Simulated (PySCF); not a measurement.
Computed IR spectrum (relative IR intensity) of a molecule C5H5Cl. The structure is a stationary point at PBE0-D3(BJ)/def2-SVP. One conformer was computed; it need not be the lowest. All values below come from PBE0-D3(BJ)/def2-SVP (PySCF). Frequencies are harmonic and unscaled.

Lines under 2 % of the strongest are left out, and lines within 2 cm⁻¹ are merged.

ν (cm⁻¹): 193 (vw), 311 (vw), 522 (w), 589 (w), 673 (m), 689 (m), 711 (s), 788 (w), 824 (w), 951 (w), 1032 (m), 1075 (w), 1128 (vw), 1311 (m), 1384 (w), 1466 (w), 2254 (w), 3160 (vw), 3167 (vw), 3212 (vw), 3492 (vs) (against the strongest line: vs over 80 %, s over 45 %, m over 15 %, w over 4 %, vw less)

Task: Which structure fits?
(A) C=C=C(Cl)C=C
(B) C#C/C(C)=C/Cl
(C) C#C[C@H]1C[C@H]1Cl
(D) C=CC=C=CCl

Result: C, C#C[C@H]1C[C@H]1Cl
